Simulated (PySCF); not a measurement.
Gas-phase reaction: GeF4 + H ⇌ GeHF3 + F

Method: PySCF energies (xtb for GFN2) plus ideal-gas RRHO corrections (1 bar). † marks an energy on the PBE0/def2-TZVP geometry and frequencies; other levels use their own. MP2 freezes the core. Open shells (unrestricted): H (multiplicity 2), F (multiplicity 2); the rest are closed-shell singlets. GFN2 has no spin-polarisation term. Spin-orbit splitting is ignored; it lowers the true energy and changes the entropy of F. Ge: all electrons, no relativistic terms. GeHF3: computed as isolated molecules; such fragments, hydroxides, amides, oligomers or adducts are transient or little studied in the gas. MP2 isn't extrapolated to the basis-set limit.

| level | ΔH°(298 K), kJ |
|---|---|
| GFN2-xTB | 48 |
| HF/def2-TZVP† | 93 |
| MP2/def2-SVP† | … |
| PBE/def2-SVP | 187 |
| PBE/def2-TZVP† | … |
| PBE0/def2-QZVP† | … |
| PBE0/def2-TZVP | 163 |
| r2SCAN/def2-TZVP† | … |

Question: Fill in the missing entries.

Answer: 
- MP2/def2-SVP†, ΔH°(298 K), kJ: 190
- PBE/def2-TZVP†, ΔH°(298 K), kJ: 184
- PBE0/def2-QZVP†, ΔH°(298 K), kJ: 164
- r2SCAN/def2-TZVP†, ΔH°(298 K), kJ: 171
